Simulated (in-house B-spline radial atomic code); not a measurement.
Checks on a self-consistent run for V IV (V3+), [Ne] 3s2 (3p1/2)1 (3p3/2)4 (3d3/2)2 6s1. Computed with a B-spline radial code for spherical atoms: Dirac-Hartree-Fock, average of the jj configuration, Fermi nucleus of rms radius 3.6002 fm.

| orbital | q | ε (Eh) | <1/r> | <r²> | small-component weight |
| --- | --- | --- | --- | --- | --- |
| 1s1/2 | 2 | -205.03503 | 22.848 | 0.00592645 | 0.0068066 |
| 2s1/2 | 2 | -26.19969 | 4.85126 | 0.110289 | 0.0012208 |
| 2p1/2 | 2 | -22.27614 | 4.74747 | 0.091043 | 0.0011804 |
| 2p3/2 | 4 | -22.01551 | 4.69852 | 0.0917479 | 0.0011749 |
| 3s1/2 | 2 | -5.01167 | 1.51667 | 0.972523 | 0.00025983 |
| 3p1/2 | 1 | -3.98904 | 1.41673 | 1.07583 | 0.00023507 |
| 3p3/2 | 4 | -3.78636 | 1.39082 | 1.10099 | 0.00022726 |
| 3d3/2 | 2 | -2.20934 | 1.16241 | 1.41057 | 0.00016589 |
| 6s1/2 | 1 | -0.38291 | 0.173617 | 69.3005 | 1.2552e-05 |

Electron-electron repulsion V_ee = 314.5407 hartree.

Problem. What total energy follows from the eigenvalues?

Solution. The eigenvalues count the repulsion twice, so E = Σqε - V_ee = -629.043 - 314.541 = -943.584 hartree; the run printed -943.584.

Problem. Does the Dirac virial theorem hold?

Solution. For a point nucleus E = -2c²Σq·w, with w the small-component weight. Here Σq·w = 0.025123 and c = 137.0360, so the ratio E/(-2c²Σq·w) is 1.000005; the finite nucleus accounts for the departure from 1.

Problem. What diamagnetic shielding (Lamb formula) and susceptibility (Langevin formula) do the radii give?

Solution. σ = (α²/3)Σq<1/r> = 96.1993/(3·137.036²) = 1707.6 ppm, and χ = -0.79199×10⁻⁶·Σq<r²> = -63.62×10⁻⁶ cm³/mol with Σq<r²> = 80.328 bohr². Both are non-relativistic formulas without the paramagnetism of open shells.
